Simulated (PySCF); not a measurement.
HOSr, SMILES [OH][Sr], multiplicity 2.

Coordinates come from a B3LYP-D3(BJ)/def2-TZVPD optimisation. The def2 effective core potentials stand for the cores of Sr; spin–orbit coupling is left out.

Computed with PBE/def2-TZVPD (PySCF).

Gas-phase values at a fixed geometry.

Q: Estimate the frontier levels, dipole moment and polarisability. (The exact figures need the calculation; the answer reports its results.)

A: 
```yaml
"α spin, highest occupied and lowest empty level": -3.18 and -1.39 eV
"β spin, highest occupied and lowest empty level": -5.84 and -2.27 eV
dipole_moment: 1.54 D
mean_static_polarisability: 191.0 bohr³ (28.31 Å³)
polarisability_principal_values: 155.3, 208.9, 208.9 bohr³
"⟨S²⟩": 0.750 (pure state 0.75)
```
